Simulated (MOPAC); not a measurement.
MOPAC input (PM7):

```
PM7 FORCE THERMO(298,298) PRECISE LET UHF MS=0.5 GEO-OK AUX(PRECISION=9) THREADS=1
C2H8BN2

C    -1.56491483 1   -1.08485366 1   -0.12647894 1
C    -0.68226366 1   -0.32407881 1    0.84493018 1
B     0.54737731 1    0.42176913 1    0.00802256 1
N     0.29836000 1    1.74475431 1   -0.21774483 1
N     1.60682347 1   -0.38274057 1   -0.44857280 1
H    -2.01443055 1   -0.41793467 1   -0.87533625 1
H    -1.01610847 1   -1.86109208 1   -0.67212171 1
H    -2.39161548 1   -1.58120387 1    0.39853300 1
H    -1.26004660 1    0.42543902 1    1.40611636 1
H    -0.20469017 1   -0.98898898 1    1.58103529 1
H     0.35850128 1    2.61352172 1    0.20732776 1
H     1.58965963 1   -1.37363558 1   -0.40793913 1
H     2.37665529 1   -0.02087940 1   -0.95930436 1
```

Output:

```
 *******************************************************************************
 **                                                                           **
 **                              MOPAC v23.2.5                                **
 **                                                                           **
 *******************************************************************************
 ** MOPAC's Digital Object Identifier: https://doi.org/10.5281/zenodo.6511958 **
 **                                                                           **
 ** Please cite the open-source release paper for use of this MOPAC version:  **
 ** J. E. Moussa and J. J. P. Stewart (2026)                                  **
 ** MOPAC: An open-source semiempirical molecular orbital program             **
 ** J. Open Source Softw., 11(119), 8025, https://doi.org/10.21105/joss.08025 **
 *******************************************************************************

                              PM7 CALCULATION RESULTS

 *******************************************************************************
 *  PM7        - The PM7 Hamiltonian to be used
 *  GEO-OK     - OVERRIDE INTERATOMIC DISTANCE AND OTHER SAFETY CHECKS
 *  UHF        - UNRESTRICTED HARTREE-FOCK CALCULATION
 *  MS=        - IN MECI, MAGNETIC COMPONENT OF SPIN =  0.5
 *  LET        - OVERRIDE SOME SAFETY CHECKS
 *  PRECISE    - TIGHTER CRITERIA TO BE USED
 *  FORCE      - FORCE CALCULATION SPECIFIED
 *  AUX        - OUTPUT AUXILIARY INFORMATION
 *  THERMO     - THERMODYNAMIC QUANTITIES TO BE CALCULATED
 *******************************************************************************
PM7 FORCE THERMO(298,298) PRECISE LET UHF MS=0.5 GEO-OK AUX(PRECISION=9) THREADS=1
 C2H8BN2

   ATOM   CHEMICAL          X               Y               Z
  NUMBER   SYMBOL      (ANGSTROMS)     (ANGSTROMS)     (ANGSTROMS)

     1       C         -1.56491483  *  -1.08485366  *  -0.12647894  *
     2       C         -0.68226366  *  -0.32407881  *   0.84493018  *
     3       B          0.54737731  *   0.42176913  *   0.00802256  *
     4       N          0.29836000  *   1.74475431  *  -0.21774483  *
     5       N          1.60682347  *  -0.38274057  *  -0.44857280  *
     6       H         -2.01443055  *  -0.41793467  *  -0.87533625  *
     7       H         -1.01610847  *  -1.86109208  *  -0.67212171  *
     8       H         -2.39161548  *  -1.58120387  *   0.39853300  *
     9       H         -1.26004660  *   0.42543902  *   1.40611636  *
    10       H         -0.20469017  *  -0.98898898  *   1.58103529  *
    11       H          0.35850128  *   2.61352172  *   0.20732776  *
    12       H          1.58965963  *  -1.37363558  *  -0.40793913  *
    13       H          2.37665529  *  -0.02087940  *  -0.95930436  *

          CARTESIAN COORDINATES

    NO.       ATOM           X           Y           Z

     1         C         -1.5649     -1.0849     -0.1265
     2         C         -0.6823     -0.3241      0.8449
     3         B          0.5474      0.4218      0.0080
     4         N          0.2984      1.7448     -0.2177
     5         N          1.6068     -0.3827     -0.4486
     6         H         -2.0144     -0.4179     -0.8753
     7         H         -1.0161     -1.8611     -0.6721
     8         H         -2.3916     -1.5812      0.3985
     9         H         -1.2600      0.4254      1.4061
    10         H         -0.2047     -0.9890      1.5810
[...]
 TRANSITION DIPOLE   0.5038         C  2 -- H 10         +42.9% ( 64.5%)     96.2%
 TRAVEL (Ang.)       0.2328         C  1 -- H  8          +3.1% ( 17.3%)     99.3%
 REDUCED MASS        0.4558         C  2 -- B  3          +0.4% (  6.5%)     20.7%
 EFFECTIVE MASS      1.2240
 FORCE CONSTANT      2.0018

 VIBRATION         30   30A           ATOM PAIR      ENERGY CONTRIBUTION    RADIAL
 FREQUENCY          2779.30         C  1 -- H  7         +35.5% ( 57.3%)     96.1%
 TRANSITION DIPOLE   0.3649         C  1 -- H  6         +32.4% ( 54.7%)     95.5%
 TRAVEL (Ang.)       0.2772         C  1 -- H  8         +29.8% ( 52.5%)     94.8%
 REDUCED MASS        0.3157         C  2 -- H  9          +1.0% (  9.7%)     85.6%
 EFFECTIVE MASS      1.1460
 FORCE CONSTANT      1.4367

 VIBRATION         31   31A           ATOM PAIR      ENERGY CONTRIBUTION    RADIAL
 FREQUENCY          2805.25         N  5 -- H 13         +52.0% ( 73.8%)     98.4%
 TRANSITION DIPOLE   0.8936         N  5 -- H 12         +47.2% ( 70.3%)     98.2%
 TRAVEL (Ang.)       0.2157         B  3 -- N  5          +0.8% (  9.2%)      0.0%
 REDUCED MASS        0.5164
 EFFECTIVE MASS      1.5107
 FORCE CONSTANT      2.3943

 VIBRATION         32   32A           ATOM PAIR      ENERGY CONTRIBUTION    RADIAL
 FREQUENCY          2838.63         N  4 -- H 11         +89.6% ( 94.9%)     99.8%
 TRANSITION DIPOLE   1.1293         N  5 -- H 12          +5.2% ( 22.8%)     98.1%
 TRAVEL (Ang.)       0.1761         N  5 -- H 13          +4.5% ( 21.2%)     97.9%
 REDUCED MASS        0.7659         B  3 -- N  4          +0.7% (  8.5%)     71.8%
 EFFECTIVE MASS      1.4106
 FORCE CONSTANT      3.6360

 VIBRATION         33   33A           ATOM PAIR      ENERGY CONTRIBUTION    RADIAL
 FREQUENCY          2846.46         N  5 -- H 12         +46.8% ( 67.4%)     97.8%
 TRANSITION DIPOLE   0.6741         N  5 -- H 13         +42.4% ( 64.1%)     97.3%
 TRAVEL (Ang.)       0.2423         N  4 -- H 11         +10.3% ( 31.6%)     99.5%
 REDUCED MASS        0.4035         B  3 -- N  5          +0.3% (  5.6%)     98.0%
 EFFECTIVE MASS      1.2425
 FORCE CONSTANT      1.9261

      SYMMETRY NUMBER FOR POINT-GROUP C1  =  1

          SYSTEM IS A GROUND STATE

 C2H8BN2

          MOLECULE IS NOT LINEAR

          THERE ARE 33 GENUINE VIBRATIONS IN THIS SYSTEM
          THIS THERMODYNAMICS CALCULATION IS LIMITED TO
          MOLECULES WHICH HAVE NO INTERNAL ROTATIONS

                    CALCULATED THERMODYNAMIC PROPERTIES
                                          *
   TEMP. (K)   PARTITION FUNCTION   H.O.F.    ENTHALPY  HEAT CAPACITY ENTROPY
                                   KCAL/MOL   CAL/MOLE    CAL/K/MOL  CAL/K/MOL

 298.00  VIB.     0.4836D+02                  2780.4362    19.3738    17.0379
         ROT.     0.1016D+06                   888.2803     2.9808    25.8900
         INT.     0.4911D+07                  3668.7165    22.3546    42.9280
         TRA.     0.5773D+27                  1480.4672     4.9680    38.6910
         TOT.                      -14.059    5149.1836    27.3227    81.6190

   *: NOTE: HEATS OF FORMATION ARE RELATIVE TO THE
            ELEMENTS IN THEIR STANDARD STATE AT 298K
              (=  Standard Enthalpy of Formation).

            Hvib:  Zero-point energy is not included.
                   frequencies of less than zero cm-1 are not included.
            Hrot = (3/2)RT
            Htra = (3/2)RT + pV = (5/2)RT

            Heat capacity is Cp, not Cv

          For more information, see: HTTP://OpenMOPAC.net/Manual/thermochemistry.html

           FORCE CONSTANT IN CARTESIAN COORDINATES (Millidynes/A)

    ATOM   CHEMICAL       X               Y               Z
   NUMBER   SYMBOL  FORCE CONSTANT  FORCE CONSTANT  FORCE CONSTANT

      1       C        7.059427        6.231014        6.339299
      2       C        6.796048        5.177504        6.262413
      3       B        2.437455        4.398355        7.684226
      4       N        3.445981        0.893568        5.613834
      5       N        2.153906        6.615233        7.467337
      6       H        1.301548        1.314338        2.827207
      7       H        1.332245        1.302252        2.823739
      8       H        1.254357        3.592065        0.559179
      9       H        1.277276        1.460181        2.740292
     10       H        1.275268        1.270731        2.849836
     11       H        2.510401        0.152427        2.125264
     12       H        1.161014        1.266141        3.211754
     13       H        0.678375        4.017815        0.941353

 **********************
 *                    *
 * JOB ENDED NORMALLY *
 *                    *
 **********************

 == MOPAC DONE ==
```
